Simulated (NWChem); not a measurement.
System: C2H3ClF2Si; SMILES F[SiH2]/C(F)=C\Cl

NWChem printed, in part:

```
             Northwest Computational Chemistry Package (NWChem) 7.3.0
             --------------------------------------------------------

                             Geometry "geometry" -> ""
                             -------------------------

 Output coordinates in angstroms (scale by  1.889725989 to convert to a.u.)

  No.       Tag          Charge          X              Y              Z
 ---- ---------------- ---------- -------------- -------------- --------------
    1 F                    9.0000     0.47627900     2.60744600     0.00000000
    2 Si                  14.0000     0.86108100     1.03079400     0.00000000
    3 C                    6.0000    -0.78688700     0.09851500     0.00000000
    4 F                    9.0000    -1.90407400     0.83186600     0.00000000
    5 C                    6.0000    -0.89070400    -1.23385500     0.00000000
    6 Cl                  17.0000     0.53737400    -2.20078800     0.00000000
    7 H                    1.0000     1.63635400     0.73098500     1.23118800
    8 H                    1.0000     1.63635400     0.73098500    -1.23118800
    9 H                    1.0000    -1.83941200    -1.77605400     0.00000000

 Effective nuclear repulsion energy (a.u.)     350.8695108652

                                 NWChem DFT Module
                                 -----------------

 Summary of "ao basis" -> "ao basis" (spherical)
 ------------------------------------------------------------------------------
       Tag                 Description            Shells   Functions and Types
 ---------------- ------------------------------  ------  ---------------------
 F                          def2-svp                 6       14   3s2p1d
 Si                         def2-svp                 8       18   4s3p1d
 C                          def2-svp                 6       14   3s2p1d
 Cl                         def2-svp                 8       18   4s3p1d
 H                          def2-svp                 3        5   2s1p

 in cosmo_initialize ...
 calling solv_data for solv:thf

 solvent parameters
 solvname_short: thf
 solvname_long:  tetrahydrofuran
 dielec:        7.4257
 dielecinf:     1.9740
 nonaqueous SMD model solvent descriptors
 dielec:        7.4257
 sola:          0.0000
 solb:          0.4800
 solc:          0.0000
 solg:         39.4400
 solh:          0.0000
 soln:          1.4050

          ---------------
          -cosmo- solvent
          ---------------
 Cosmo: York-Karplus, doi: 10.1021/jp992097l
 dielectric constant -eps-     =   7.43
 screen = (eps-1)/(eps    )    =   0.86533
 surface charge correction     = lagrangian

   van der Waals surface
 --------------------------

 ---------- ATOMIC COORDINATES (A.U.) ------------ VDWR(ANG.) --
     1    0.90003680    4.92735847    0.00000000     1.730
     2    1.62720714    1.94791821    0.00000000     2.470
     3   -1.48700081    0.18616636    0.00000000     1.850
     4   -3.59817812    1.57199880    0.00000000     1.730
     5   -1.68318650   -2.33164786    0.00000000     1.850
     6    1.01548961   -4.15888628    0.00000000     2.380
     7    3.09226068    1.38136135    2.32660796     1.200
     8    3.09226068    1.38136135   -2.32660796     1.200
     9   -3.47598466   -3.35625540    0.00000000     1.200
 number of segments per atom =        128
 number of   points per atom =        128
 atom (   nspa,  nppa )
 ----------------------
    1 (     66,     0 )       0
    2 (     70,     0 )       0
    3 (     22,     0 )       0
    4 (     78,     0 )       0
    5 (     36,     0 )       0
    6 (     92,     0 )       0
    7 (     33,     0 )       0
    8 (     33,     0 )       0
    9 (     52,     0 )       0
 number of -cosmo- surface points =      482
 molecular surface =    151.595 angstrom**2
 molecular volume  =    141.804 angstrom**3
 -lineq- algorithm             =   0
 -bem- low  level              =   3
 -bem- from -octahedral-
 gaussian surface charge width =   4.50000
 degree of switching           =   1.00000
 switching function tolerance  =   0.00010
 atomic radii =
 --------------
    1  9.000  1.730
    2 14.000  2.470
    3  6.000  1.850
    4  9.000  1.730
    5  6.000  1.850
    6 17.000  2.380
    7  1.000  1.200
    8  1.000  1.200
    9  1.000  1.200
 ...... end of -cosmo- initialization ......

[...]

                                COSMO-SMD solvation results
                                ---------------------------

             internal energy in gas <Psi(g)|H|Psi(g)> =     -1026.406274939399
         internal energy in solvent <Psi(s)|H|Psi(s)> =     -1026.405790840510
                               delta internal energy  =         0.000484098889 (    0.30 kcal/mol)
   total free energy in solvent <Psi(s)|H+V/2|Psi(s)> =     -1026.410559000928
 polarization energy contribution <Psi(s)|V/2|Psi(s)> =        -0.004768160418 (   -2.99 kcal/mol)
    total free energy in solvent including G(SMD-CDS) =     -1026.409813078390
                       G(SMD-CDS) energy contribution =         0.000745922538 (    0.47 kcal/mol)
     1 M fixed-concentration free energy of solvation =        -0.003538138991 (   -2.22 kcal/mol)

                       DFT Final Molecular Orbital Analysis
                       ------------------------------------

 Vector   30  Occ=2.000000D+00  E=-3.582708D-01
              MO Center=  1.2D+00,  7.1D-01, -3.1D-07, r^2= 3.3D+00
   Bfn.  Coefficient  Atom+Function         Bfn.  Coefficient  Atom+Function
  ----- ------------  ---------------      ----- ------------  ---------------
    93      0.299876  7 H  s                 98     -0.299876  8 H  s
    24      0.269521  2 Si pz                 6      0.263315  1 F  pz
    87     -0.197079  6 Cl pz                 9     -0.194717  1 F  pz
    94      0.192850  7 H  s                 99     -0.192850  8 H  s
    84     -0.154743  6 Cl pz                21     -0.143758  2 Si pz

 Vector   31  Occ=2.000000D+00  E=-3.373728D-01
              MO Center=  1.0D-01, -1.0D+00,  6.8D-08, r^2= 4.0D+00
   Bfn.  Coefficient  Atom+Function         Bfn.  Coefficient  Atom+Function
  ----- ------------  ---------------      ----- ------------  ---------------
    86      0.392511  6 Cl py                83      0.276747  6 Cl py
    85      0.277592  6 Cl px                82      0.221237  6 Cl px
    37      0.207772  3 C  py               103      0.177681  9 H  s
    65     -0.174472  5 C  py                22     -0.167407  2 Si px
    80      0.160446  6 Cl py                36      0.146948  3 C  px

 Vector   32  Occ=2.000000D+00  E=-2.727520D-01
              MO Center= -4.7D-01, -8.1D-01, -2.0D-09, r^2= 3.0D+00
   Bfn.  Coefficient  Atom+Function         Bfn.  Coefficient  Atom+Function
  ----- ------------  ---------------      ----- ------------  ---------------
    87      0.396187  6 Cl pz                38     -0.355792  3 C  pz
    66     -0.350087  5 C  pz                84      0.265685  6 Cl pz
    52     -0.248689  4 F  pz                69     -0.239639  5 C  pz
    41     -0.218018  3 C  pz                55      0.200209  4 F  pz
    81      0.152690  6 Cl pz                93      0.074101  7 H  s

 Vector   33  Occ=0.000000D+00  E=-2.331125D-02
              MO Center= -5.1D-01, -3.7D-01, -3.2D-09, r^2= 3.0D+00
   Bfn.  Coefficient  Atom+Function         Bfn.  Coefficient  Atom+Function
  ----- ------------  ---------------      ----- ------------  ---------------
    69      0.565841  5 C  pz                41     -0.492170  3 C  pz
    66      0.417166  5 C  pz                38     -0.394765  3 C  pz
    27     -0.352131  2 Si pz                94      0.298271  7 H  s
    99     -0.298271  8 H  s                 87     -0.224028  6 Cl pz
    55      0.165453  4 F  pz                52     -0.164074  4 F  pz

 Vector   34  Occ=0.000000D+00  E= 9.889116D-03
              MO Center=  5.3D-01,  7.4D-01,  3.6D-09, r^2= 3.8D+00
   Bfn.  Coefficient  Atom+Function         Bfn.  Coefficient  Atom+Function
  ----- ------------  ---------------      ----- ------------  ---------------
    26      0.891301  2 Si py                35      0.406683  3 C  s
     3     -0.402488  1 F  s                 23      0.253014  2 Si py
    94      0.235704  7 H  s                 99      0.235704  8 H  s
    49     -0.230373  4 F  s                104     -0.217307  9 H  s
    86      0.211216  6 Cl py                25     -0.185745  2 Si px

 Vector   35  Occ=0.000000D+00  E= 4.369366D-02
              MO Center=  7.9D-02, -1.0D+00, -1.9D-09, r^2= 4.1D+00
   Bfn.  Coefficient  Atom+Function         Bfn.  Coefficient  Atom+Function
  ----- ------------  ---------------      ----- ------------  ---------------
    63      0.699368  5 C  s                 85      0.666768  6 Cl px
    18     -0.543541  2 Si s                 26      0.509249  2 Si py
    78     -0.506370  6 Cl s                 25      0.500406  2 Si px
    67      0.408027  5 C  px                35      0.400360  3 C  s
    86     -0.365987  6 Cl py                39      0.363581  3 C  px

     Multipole analysis of the density
     ---------------------------------

     L   x y z        total         alpha         beta         nuclear
     -   - - -        -----         -----         ----         -------
     0   0 0 0     -0.000000    -32.000000    -32.000000     64.000000

     1   1 0 0      0.129824      0.340730      0.340730     -0.551636
     1   0 1 0     -0.791509     -1.194545     -1.194545      1.597582
     1   0 0 1     -0.000000     -0.000000     -0.000000      0.000000

     2   2 0 0    -33.942023   -136.913456   -136.913456    239.884888
     2   1 1 0      2.567360     -0.556992     -0.556992      3.681345
     2   1 0 1     -0.000000     -0.000000     -0.000000      0.000000
     2   0 2 0    -38.812816   -337.315245   -337.315245    635.817673
     2   0 1 1      0.000000      0.000000      0.000000      0.000000
     2   0 0 2    -35.364981    -23.095595    -23.095595     10.826209
```

Level: PBE0/def2-SVP, SMD on the gas-phase geometry. All runs use the structure optimised with PBE0/def2-SVP. Solvent: tetrahydrofuran.

Problem. Reconstruct the input file.

Solution. This is not unique; one that fits is the input that was run:
```
start job
memory heap 200 mb stack 900 mb global 1100 mb
geometry units angstroms noautosym nocenter noautoz
  F      0.476279     2.607446     0.000000
  Si     0.861081     1.030794     0.000000
  C     -0.786887     0.098515     0.000000
  F     -1.904074     0.831866     0.000000
  C     -0.890704    -1.233855     0.000000
  Cl     0.537374    -2.200788     0.000000
  H      1.636354     0.730985     1.231188
  H      1.636354     0.730985    -1.231188
  H     -1.839412    -1.776054     0.000000
end
basis spherical
  F library def2-svp
  Si library def2-svp
  C library def2-svp
  Cl library def2-svp
  H library def2-svp
end
dft
  xc pbe0
  iterations 150
end
cosmo
  do_cosmo_smd true
  solvent thf
end
task dft energy
```
